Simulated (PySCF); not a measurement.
# [C8H10]+: g tensor and hyperfine couplings

Species: C₈H₁₀ (charge +1 and doublet state).
Numbering: `[CH2:1]=[CH:2][CH2:3][C:4]#[C:5][CH2:6][CH:7][CH2+:8]` (hydrogens: H9, H10 on C1; H11 on C2; H12, H13 on C3; H14, H15 on C6; H16 on C7; H17, H18 on C8)

Geometry (GFN2-xTB, Å), atoms numbered from 1 in this order:
```
atom  x, y, z in Å
C1    -4.1144    1.1078    0.4690
C2    -2.7792    1.0507    0.5191
C3    -1.9811    0.2388   -0.4397
C4    -0.5771    0.1878   -0.1822
C5     0.6087    0.1591    0.0707
C6     2.0098    0.0892    0.3396
C7     2.7860   -0.8225   -0.5447
C8     4.0647   -1.1325   -0.3047
H9    -4.6827    0.5679   -0.2717
H10   -4.6778    1.6967    1.1719
H11   -2.2320    1.6044    1.2692
H12   -2.3779   -0.7865   -0.4927
H13   -2.1329    0.6299   -1.4591
H14    2.1679   -0.1737    1.3960
H15    2.4269    1.1071    0.2575
H16    2.2708   -1.2306   -1.4034
H17    4.6000   -0.7358    0.5434
H18    4.6113   -1.7981   -0.9498
```

The hyperfine couplings belong to this conformer and change with its torsions.

The calculation used UKS B3LYP, pcH-1 on C H, non-relativistic, mean-field spin-orbit, GIAO in PySCF 2.14.0. One conformer (not necessarily the lowest) at the GFN2-xTB geometry, without solvent, vibrations or thermal averaging. The geometry wasn't refined by DFT: couplings that depend on bond lengths, twists or pyramidal angles can differ widely from those at the functional's own minimum, by a factor of two or more for some ions and for spin on atoms past the first row. The SCF solution wasn't tested for stability.

- g1, g2, g3: 2.00219, 2.00262, 2.00731
- g_iso: 2.00404
- Form of g: close to axial: the two nearest values differ by 8 % of g3 − g1
- ⟨S²⟩: 0.7526 (exact 0.7500)
- Total energy: -310.47001 Eh

Isotropic coupling and dipolar principal values T1 to T3, in MHz:

```json
{"atom": "C1", "isotope": "13C", "a_iso": "10.1", "T1": "-15.4", "T2": "-14.5", "T3": "29.9", "Mulliken spin population": "0.18"}
{"atom": "C2", "isotope": "13C", "a_iso": "-0.2", "T1": "-8.5", "T2": "-6.6", "T3": "15.1", "Mulliken spin population": "0.09"}
{"atom": "C3", "isotope": "13C", "a_iso": "-14.6", "T1": "-5.6", "T2": "-3.9", "T3": "9.5", "Mulliken spin population": "-0.02"}
{"atom": "C4", "isotope": "13C", "a_iso": "1.5", "T1": "-17.2", "T2": "-13.2", "T3": "30.4", "Mulliken spin population": "0.16"}
{"atom": "C5", "isotope": "13C", "a_iso": "1.8", "T1": "-17.3", "T2": "-13.3", "T3": "30.6", "Mulliken spin population": "0.16"}
{"atom": "C6", "isotope": "13C", "a_iso": "-14.5", "T1": "-5.6", "T2": "-3.8", "T3": "9.4", "Mulliken spin population": "-0.02"}
{"atom": "C7", "isotope": "13C", "a_iso": "-0.2", "T1": "-8.5", "T2": "-6.6", "T3": "15.1", "Mulliken spin population": "0.09"}
{"atom": "C8", "isotope": "13C", "a_iso": "10.0", "T1": "-15.3", "T2": "-14.3", "T3": "29.6", "Mulliken spin population": "0.18"}
{"atom": "H9", "isotope": "1H", "a_iso": "-11.2", "T1": "-6.3", "T2": "-2.0", "T3": "8.2", "Mulliken spin population": "-0.01"}
{"atom": "H10", "isotope": "1H", "a_iso": "-11.7", "T1": "-7.3", "T2": "-1.6", "T3": "8.9", "Mulliken spin population": "-0.01"}
{"atom": "H11", "isotope": "1H", "a_iso": "-6.6", "T1": "-2.4", "T2": "-2.3", "T3": "4.7", "Mulliken spin population": "0.00"}
{"atom": "H12", "isotope": "1H", "a_iso": "121.0", "T1": "-4.9", "T2": "-1.7", "T3": "6.6", "Mulliken spin population": "0.04"}
{"atom": "H13", "isotope": "1H", "a_iso": "150.8", "T1": "-5.2", "T2": "-2.0", "T3": "7.2", "Mulliken spin population": "0.05"}
{"atom": "H14", "isotope": "1H", "a_iso": "114.4", "T1": "-4.8", "T2": "-1.6", "T3": "6.4", "Mulliken spin population": "0.04"}
{"atom": "H15", "isotope": "1H", "a_iso": "155.4", "T1": "-5.2", "T2": "-2.1", "T3": "7.3", "Mulliken spin population": "0.06"}
{"atom": "H16", "isotope": "1H", "a_iso": "-6.5", "T1": "-2.5", "T2": "-2.2", "T3": "4.7", "Mulliken spin population": "0.00"}
{"atom": "H17", "isotope": "1H", "a_iso": "-11.0", "T1": "-6.2", "T2": "-2.0", "T3": "8.2", "Mulliken spin population": "-0.01"}
{"atom": "H18", "isotope": "1H", "a_iso": "-11.5", "T1": "-7.2", "T2": "-1.6", "T3": "8.9", "Mulliken spin population": "-0.01"}
```

The Mulliken spin populations are largest on C1 (+0.18), C8 (+0.18), C5 (+0.16) and C4 (+0.16). Four atoms exceed +0.15.

C7, the radical centre as drawn in `C=CCC#CC[CH][CH2+]`, holds a spin population of +0.09 out of 1.

Axes: g3 points within 2° of the C5–C6 bond.

Under fast tumbling the dipolar parts average out, and these isotropic splittings remain (the largest six): 2 × 1H (H12/H13, I = 1/2, 3 lines) with 4.84 mT, 2 × 1H (H14/H15, I = 1/2, 3 lines) with 4.81 mT, 1 × 1H (H10, I = 1/2, 2 lines) with 0.42 mT, 1 × 1H (H18, I = 1/2, 2 lines) with 0.41 mT, 1 × 1H (H9, I = 1/2, 2 lines) with 0.40 mT and 1 × 1H (H17, I = 1/2, 2 lines) with 0.39 mT.

Nuclei that the bonding pattern makes equivalent are averaged, as if the motion that swaps them (rotation, inversion, ring flip) were fast. H17 and H18 aren't averaged: C8 is flat or nearly so (angle sum 360°), and its turn about the short C8–C7 bond (1.34 Å) is taken as slow. The 1H value of +134.9 MHz is a mean of couplings from 114.4 to 155.4 MHz in this one geometry, not an average over conformers. The 1H value of +135.9 MHz is a mean of couplings from 121.0 to 150.8 MHz in this one geometry, not an average over conformers.

The 13C coupling of C3/C6 (mean -14.5 MHz) shows only in satellite lines or after enrichment, since that isotope makes up about 1.07 % of natural carbon.

β density exceeds α density at some nuclei, such as C3/C6 (-0.0129), H10 (-0.0026) and H18 (-0.0026), spin density in bohr⁻³. In a single determinant that takes different orbitals for the two spins, that is spin polarisation.
